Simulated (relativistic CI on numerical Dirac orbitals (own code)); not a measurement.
**Level scheme of Pr⁵¹⁺**

Calculated at this level of theory: Dirac-Coulomb-Breit CI, KLI orbitals optimised for each configuration, model QED (radiative potential, 1s self-energy scaled to tabulated hydrogen-like ionisation energies), unscaled Slater integrals (own radial code, finite nucleus).

Configurations in the expansion (outside the closed core 1s2): 2s²2p⁴, 2s2p⁵, 2p⁶, 2p⁵3s, 2p⁵3p, 2p⁵3d, 2s²2p³3s, 2s²2p³3p, 2s²2p³3d, 2s2p⁴3s, 2s2p⁴3p, 2s2p⁴3d, 2s²2p³4s, 2s²2p³4p, 2s²2p³4d, 2s²2p³4f. Levels of other configurations are missing.

| No. | Configuration | Term | J | E (10³ cm⁻¹) | % | Next component (%) | Lifetime (s) | jj configuration (%) |
| --- | --- | --- | --- | --- | --- | --- | --- | --- |
| 41 | 2s²2p³3p | ³P | 0 | 49198.2 | 100 |  | 1.69e-12 | 2p1/2 2p3/2^2 3p3/2 (98) |
| 42 | 2s²2p³3p | ¹P | 1 | 49304.6 | 48 | 28 ³D | 1.26e-12 | 2p1/2 2p3/2^2 3p3/2 (98) |
| 43 | 2s²2p³3p | ¹F | 3 | 49312.7 | 35 | 35 ³D | 3.30e-13 | 2p1/2 2p3/2^2 3p3/2 (79) |
| 44 | 2s²2p³3p | ³F | 4 | 49361.2 | 100 |  | 1.61e-12 | 2p1/2 2p3/2^2 3p3/2 (100) |
| 45 | 2s2p⁴3s | ⁵P | 3 | 49453.6 | 43 | 30 2s²2p³3p ³D | 1.36e-13 | 2s 2p3/2^2 3s (57) |
| 46 | 2s²2p³3p | ³P | 1 | 49511.9 | 74 | 13 ¹P | 1.70e-13 | 2p1/2 2p3/2^2 3p3/2 (95) |
| 47 | 2s2p⁴3s | ³P | 2 | 49517.0 | 44 | 15 2s²2p³3p ¹D | 1.64e-14 | 2s 2p3/2^2 3s (72) |
| 48 | 2s²2p³3p | ¹D | 2 | 49648.4 | 34 | 26 ³P | 6.96e-14 | 2p1/2 2p3/2^2 3p3/2 (80) |
| 49 | 2s²2p³3p | ³P | 1 | 49670.3 | 44 | 23 ³S | 1.21e-13 | 2p1/2 2p3/2^2 3p3/2 (87) |
| 50 | 2s²2p³3p | ³D | 2 | 49751.8 | 36 | 36 ¹D | 3.31e-13 | 2p1/2 2p3/2^2 3p3/2 (95) |
| 51 | 2s²2p³3d | ⁵D° | 1 | 49961.3 | 45 | 41 ³D° | 1.23e-14 | 2p1/2 2p3/2^2 3d3/2 (99) |
| 52 | 2s²2p³3d | ⁵D° | 2 | 49973.1 | 38 | 38 ³F° | 1.02e-14 | 2p1/2 2p3/2^2 3d3/2 (95) |
| 53 | 2s²2p³3d | ⁵D° | 0 | 49979.5 | 53 | 28 ¹S° | 8.86e-15 | 2p1/2 2p3/2^2 3d3/2 (98) |
| 54 | 2s²2p³3d | ³G° | 3 | 50008.0 | 32 | 20 ⁵D° | 3.07e-15 | 2p1/2 2p3/2^2 3d3/2 (80) |
| 55 | 2s2p⁴3s | ³S | 1 | 50057.0 | 50 | 26 ⁵P | 2.65e-14 | 2s 2p3/2^2 3s (88) |
| 56 | 2s2p⁴3p | ⁵P° | 2 | 50077.2 | 29 | 22 ³P° | 5.94e-15 | 2s 2p3/2^2 3p1/2 (89) |
| 57 | 2s2p⁴3p | ³D° | 3 | 50092.9 | 25 | 19 2s²2p³3d ³F° | 4.70e-15 | 2s 2p3/2^2 3p1/2 (64) |
| 58 | 2s2p⁴3s | ³P | 2 | 50107.9 | 51 | 17 ¹D | 5.87e-14 | 2s 2p3/2^2 3s (97) |
| 59 | 2s2p⁴3s | ³P | 1 | 50109.1 | 34 | 32 ³D | 1.25e-14 | 2s 2p3/2^2 3s (92) |
| 60 | 2s²2p³3d | ³G° | 4 | 50143.1 | 54 | 33 ¹G° | 5.94e-12 | 2p1/2 2p3/2^2 3d3/2 (99) |
| 61 | 2s2p⁴3s | ¹S | 0 | 50217.8 | 62 | 38 ³P | 2.40e-14 | 2s 2p3/2^2 3s (99) |
| 62 | 2s²2p³3d | ⁵D° | 4 | 50232.1 | 54 | 19 ¹G° | 2.35e-11 | 2p1/2 2p3/2^2 3d5/2 (99) |
| 63 | 2s²2p³3d | ³P° | 2 | 50245.6 | 33 | 22 ³D° | 2.11e-15 | 2p1/2 2p3/2^2 3d3/2 (84) |
| 64 | 2s²2p³3d | ³D° | 3 | 50247.4 | 53 | 26 ⁵D° | 4.98e-14 | 2p1/2 2p3/2^2 3d5/2 (98) |
| 65 | 2s²2p³3d | ³S° | 1 | 50266.3 | 29 | 25 ³D° | 1.49e-15 | 2p1/2 2p3/2^2 3d3/2 (83) |
| 66 | 2s²2p³3d | ³D° | 3 | 50273.0 | 31 | 30 ³F° | 3.15e-15 | 2p1/2 2p3/2^2 3d3/2 (79) |
| 67 | 2s²2p³3d | ³P° | 1 | 50391.3 | 45 | 40 ³D° | 1.92e-15 | 2p1/2 2p3/2^2 3d5/2 (84) |
| 68 | 2s²2p³3d | ³F° | 4 | 50409.7 | 74 | 25 ¹G° | 1.86e-11 | 2p1/2 2p3/2^2 3d5/2 (99) |
| 69 | 2s²2p³3d | ³F° | 2 | 50412.8 | 53 | 24 ³D° | 8.66e-15 | 2p1/2 2p3/2^2 3d3/2 (81) |
| 70 | 2s²2p³3d | ³G° | 5 | 50423.8 | 100 |  | 2.92e-11 | 2p1/2 2p3/2^2 3d5/2 (100) |
| 71 | 2s²2p³3d | ¹S° | 0 | 50483.4 | 50 | 49 ³P° | 3.11e-15 | 2p1/2 2p3/2^2 3d5/2 (98) |
| 72 | 2s²2p³3d | ³D° | 2 | 50508.3 | 61 | 14 ³P° | 1.53e-15 | 2p1/2 2p3/2^2 3d5/2 (83) |
| 73 | 2s²2p³3d | ¹P° | 1 | 50518.3 | 32 | 27 ³D° | 1.52e-15 | 2p1/2 2p3/2^2 3d3/2 (50) |
| 74 | 2s²2p³3d | ¹F° | 3 | 50637.2 | 54 | 34 ³D° | 1.87e-15 | 2p1/2 2p3/2^2 3d5/2 (96) |
| 75 | 2s²2p³3d | ¹P° | 1 | 50637.8 | 32 | 22 ³D° | 1.14e-15 | 2p1/2 2p3/2^2 3d5/2 (55) |
| 76 | 2s²2p³3d | ¹D° | 2 | 50659.3 | 50 | 30 ³P° | 1.41e-15 | 2p1/2 2p3/2^2 3d5/2 (90) |
| 77 | 2s2p⁴3p | ³P° | 0 | 50724.8 | 74 | 24 ⁵D° | 2.85e-13 | 2s 2p3/2^2 3p1/2 (99) |
| 78 | 2s2p⁴3p | ³P° | 1 | 50752.7 | 31 | 22 ³D° | 1.85e-14 | 2s 2p3/2^2 3p1/2 (95) |
| 79 | 2s2p⁴3p | ³D° | 2 | 50760.6 | 25 | 23 ³F° | 1.28e-14 | 2s 2p3/2^2 3p1/2 (84) |
| 80 | 2s2p⁴3p | ³P° | 1 | 50772.9 | 39 | 16 ¹P° | 1.16e-14 | 2s 2p3/2^2 3p1/2 (72) |
| 81 | 2s²2p³3d | ³P° | 2 | 50784.3 | 38 | 32 ³D° | 1.99e-15 | 2p1/2 2p3/2^2 3d5/2 (84) |
| 82 | 2s²2p³3d | ³F° | 3 | 50807.8 | 43 | 34 ¹F° | 1.92e-15 | 2p1/2 2p3/2^2 3d5/2 (98) |
| 83 | 2s2p⁴3p | ⁵D° | 4 | 51218.9 | 73 | 27 ³F° | 1.42e-12 | 2s 2p3/2^2 3p3/2 (99) |
| 84 | 2s2p⁴3p | ³D° | 3 | 51231.4 | 48 | 39 ⁵P° | 1.24e-14 | 2s 2p3/2^2 3p3/2 (98) |
| 85 | 2s2p⁴3p | ³S° | 1 | 51305.4 | 41 | 32 ³P° | 5.62e-15 | 2s 2p3/2^2 3p3/2 (98) |

Energies count from the lowest computed level; ° marks odd parity; lifetimes are radiative, by E1, M1, E2, M2 decay to levels of this space only. Filled j subshells are mostly left out of the jj labels.

The mean weight of the leading LS term, summed over parents, in these 45 levels is 49 %, and that of the leading jj configuration (from the same eigenvectors) 88 %, so jj coupling describes them better and the LS labels are nominal.

At this charge energies of transitions that change n are usually good to better than 1 %, and those within a shell (Δn = 0) to a few per cent.

LS names give the leading component of a level, which can be under half, so a name can repeat, a term be missing and a line seem to break the LS rules.
